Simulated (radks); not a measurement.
Values are calculated unless marked as measured or tabulated.
Ionisation of the cobalt ion Co+, [Ar] 3d8, to [Ar] 3d7 as the strength of local exchange is varied. Level of theory: scalar-relativistic Kohn-Sham, Slater X-alpha exchange (alpha = 2/3 is LDA exchange), no correlation, spin-polarised, spherical densities, finite nucleus; open shells are filled with parallel spins first; Fermi nuclear charge, rms radius 3.7875 fm (a radial shooting solver on a logarithmic mesh with Libxc functionals).

alpha	E(Co+) (hartree)	exchange (hartree)	IE (eV)	-e of the level emptied (eV)	<r> of it (bohr)
0.667	-1388.30255	-54.68149	16.732	10.161 (3d)	1.183
0.72	-1392.65792	-59.22837	17.508	10.788 (3d)	1.163
0.742	-1394.47017	-61.12442	17.839	11.058 (3d)	1.155
0.885	-1406.31214	-73.57189	20.122	12.953 (3d)	1.104
0.892	-1406.89458	-74.18666	20.239	13.052 (3d)	1.102
0.916	-1408.89349	-76.29831	20.647	13.397 (3d)	1.094

NIST Atomic Spectra Database: 17.084 eV (measured). The Delta-SCF value meets it near alpha = 0.69. Open shells are spherical and high-spin; term and fine-structure splittings are not resolved.
